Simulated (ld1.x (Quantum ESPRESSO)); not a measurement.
## cerium (Ce): variants of one PAW potential

Base potential:

- Element: cerium (Ce)
- Generator: ld1.x (Quantum ESPRESSO) 7.5
- Type: PAW
- Functional: BLYP
- Relativity: scalar-relativistic
- Frozen core: [Kr] 4d10
- Valence charge: 12
- Reference configuration: 4f1 5s2 5p6 5d1 6s0 6p0 (charge +2)
- Partial waves: 5s (bound): rcut 2.35, rcutus 3.15 bohr; 6s (bound, empty): rcut 2.35, rcutus 3.15 bohr; 5p (bound): rcut 2.20, rcutus 2.30 bohr; 6p (bound, empty): rcut 2.20, rcutus 2.30 bohr; 5d (bound): rcut 2.25, rcutus 2.75 bohr; 5d channel at -0.75 Ry: rcut 2.25, rcutus 2.75 bohr; 4f (bound): rcut 1.55, rcutus 1.65 bohr; 4f channel at 3.05 Ry: rcut 1.55, rcutus 1.65 bohr
- Local potential: all-electron potential smoothed inside 1.70 bohr (lloc = -2)
- Core correction: Bessel-smoothed model core inside 1.35 bohr
- Augmentation charge: PSQ, radius 1.35 bohr

All-electron outer shells of the reference configuration (BLYP, scalar-relativistic, ld1.x):

| shell | level (eV) | outermost node (bohr) | outermost maximum (bohr) |
| --- | --- | --- | --- |
| 4p | -223.64 | 0.33 | 0.62 |
| 4d | -123.14 | 0.31 | 0.66 |
| 5s | -53.22 | 0.75 | 1.37 |
| 5p | -35.74 | 0.81 | 1.53 |
| 4f | -18.04 | – | 0.71 |
| 5d | -14.78 | 0.92 | 2.10 |
| 6s | -13.91 | 1.79 | 3.37 |
| 6p | -10.20 | 2.09 | 4.01 |

Cutoffs, loose and tight: the cutoffs (Ry, on a coarse ladder) from which the occupation-weighted sum of valence levels, in a spherical-Bessel basis at the reference potential, stays within 10 and 1 mRy of its value at 400 Ry. They do not see the model core or the augmentation charge, which bear on the density cutoff. Test errors are all-electron minus pseudo excitation energies from the reference, over the configurations 4f1 5s2 5p6 5d1 6s2 6p0; 4f1 5s2 5p6 5d1 6s1 6p0; 4f1 5s2 5p6 5d0 6s0 6p0; 4f0 5s2 5p6 5d2 6s2 6p0; 4f1 5s2 5p6 5d0 6s2 6p1; 4f2 5s2 5p6 5d0 6s1 6p0; 4f2 5s2 5p6 5d0 6s2 6p0. A dash means not determined; rows that change the core or the reference have their own tests. The largest error is taken over the tests solved by every variant that gives reliable tests at all: 4f1 5s2 5p6 5d0 6s0 6p0; 4f1 5s2 5p6 5d1 6s1 6p0; 4f1 5s2 5p6 5d1 6s2 6p0.

A true bound ghost makes a file unfit for plane-wave use even where its test errors are small: the radial tests pick states by their node count and pass the ghost by.

Cutoffs are not given where the Bessel-basis levels miss the radial ones by over 6 mRy, ghosts where they miss by over 20 mRy; a channel whose overlap is not positive is not tested.

| change | outcome | cutoff, loose | cutoff, tight | bound ghosts | largest test error (meV) |
| --- | --- | --- | --- | --- | --- |
| base | generated | 45 Ry | 70 Ry | none | +1.6 |
| waves 5d (bound): rcut 1.72, rcutus 1.82 bohr; 5d channel at -0.75 Ry: rcut 1.72, rcutus 1.82 bohr | generated | 45 Ry | 70 Ry | none | test run stopped at test 1 of 7 (negative rho) |
| waves 5d (bound): rcut 1.94, rcutus 2.06 bohr; 5d channel at -0.75 Ry: rcut 1.94, rcutus 2.06 bohr | generated | 45 Ry | 70 Ry | none | test run stopped at test 1 of 7 (negative rho) |
| waves 5d (bound): rcut 2.20, rcutus 2.34 bohr; 5d channel at -0.75 Ry: rcut 2.20, rcutus 2.34 bohr | generated | 45 Ry | 70 Ry | none | test run stopped at test 1 of 7 (negative rho) |
| waves 5d (bound): rcut 2.25, rcutus 2.68 bohr; 5d channel at -0.75 Ry: rcut 2.25, rcutus 2.68 bohr | generated | 45 Ry | 70 Ry | none | +1.6 |
| waves 5d (bound): rcut 2.25, rcutus 2.96 bohr; 5d channel at -0.75 Ry: rcut 2.25, rcutus 2.96 bohr | generated | 45 Ry | 70 Ry | none | +1.6 |
| waves 5d (bound): rcut 2.25, rcutus 3.26 bohr; 5d channel at -0.75 Ry: rcut 2.25, rcutus 3.26 bohr | generated | 45 Ry | 70 Ry | none | test run stopped at test 1 of 7 (negative rho) |
| waves 5d (bound): rcut 2.25, rcutus 3.76 bohr; 5d channel at -0.75 Ry: rcut 2.25, rcutus 3.76 bohr | generated | 45 Ry | 70 Ry | none | test run stopped at test 1 of 7 (negative rho) |

(1) What comes out with this change to the base: waves 5d (bound): rcut 2.25, rcutus 4.12 bohr; 5d channel at -0.75 Ry: rcut 2.25, rcutus 4.12 bohr?

(2) What comes out with this change to the base: waves 5d (bound): rcut 2.25, rcutus 3.52 bohr; 5d channel at -0.75 Ry: rcut 2.25, rcutus 3.52 bohr?

Results:

(1) outcome: generated, overlap not positive; bound ghosts: not determined (overlap not positive); largest test error (meV): test run stopped at test 1 of 7 (negative rho). A file whose overlap is not positive is unfit for use, and its test errors describe a broken file.

(2) outcome: generated; cutoff, loose: 45 Ry; cutoff, tight: 70 Ry; bound ghosts: d; largest test error (meV): test run stopped at test 1 of 7 (negative rho).

Reading the sweep of the d radius (base included, trends over the rows without a ghost): The loose cutoff stays near 45 Ry. Bound ghosts are found at 3.52 bohr.
